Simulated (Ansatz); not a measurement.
C9H12Se (`CC(C)[Se]c1ccccc1`), relaxed with RKS PBE0-D4/def2-TZVP in the Gaussian-basis code of Ansatz from a PBE-D4/def2-SVP geometry. The force threshold is 0.005 eV/Å; the program also tests the step.

Charge 0, multiplicity 1.

Start:

```xyz
22

C    -0.035   -2.139   -0.427
C     1.311   -1.428   -0.364
C     2.496   -2.383   -0.259
Se    1.407   -0.191    1.213
C    -0.037    0.980    0.702
C    -1.215    1.019    1.474
C    -2.261    1.885    1.118
C    -2.146    2.702   -0.017
C    -0.975    2.662   -0.791
C     0.082    1.814   -0.428
H    -0.876   -1.420   -0.481
H    -0.187   -2.780    0.466
H    -0.084   -2.787   -1.330
H     1.437   -0.770   -1.249
H     3.463   -1.842   -0.237
H     2.429   -3.009    0.655
H     2.509   -3.071   -1.132
H    -1.307    0.361    2.352
H    -3.177    1.913    1.729
H    -2.971    3.375   -0.299
H    -0.876    3.306   -1.678
H     1.013    1.802   -1.016
```

How much energy does the relaxation release, and in how many steps? (An estimate is asked.)

The calculation gave: 11.49 kJ/mol, in 9 steps.

Which bonds change most? (An estimate is asked.)

Ansatz gave: C2–Se4 from 2.006 to 1.975 Å; C5–C10 from 1.409 to 1.391 Å; C5–C6 from 1.408 to 1.390 Å; C2–H14 from 1.110 to 1.093 Å.

Give the relaxed structure. (An estimate is asked.)

The calculation gave: 
```xyz
22

C    -0.036   -2.108   -0.422
C     1.305   -1.411   -0.369
C     2.465   -2.378   -0.242
Se    1.417   -0.169    1.163
C    -0.028    0.985    0.679
C    -1.191    0.999    1.441
C    -2.236    1.845    1.100
C    -2.132    2.669   -0.010
C    -0.973    2.655   -0.773
C     0.081    1.825   -0.425
H    -0.859   -1.394   -0.490
H    -0.189   -2.720    0.470
H    -0.083   -2.762   -1.299
H     1.440   -0.787   -1.257
H     3.425   -1.859   -0.227
H     2.381   -2.971    0.673
H     2.465   -3.072   -1.087
H    -1.275    0.340    2.297
H    -3.139    1.853    1.701
H    -2.951    3.326   -0.279
H    -0.883    3.303   -1.638
H     0.996    1.832   -1.006
```
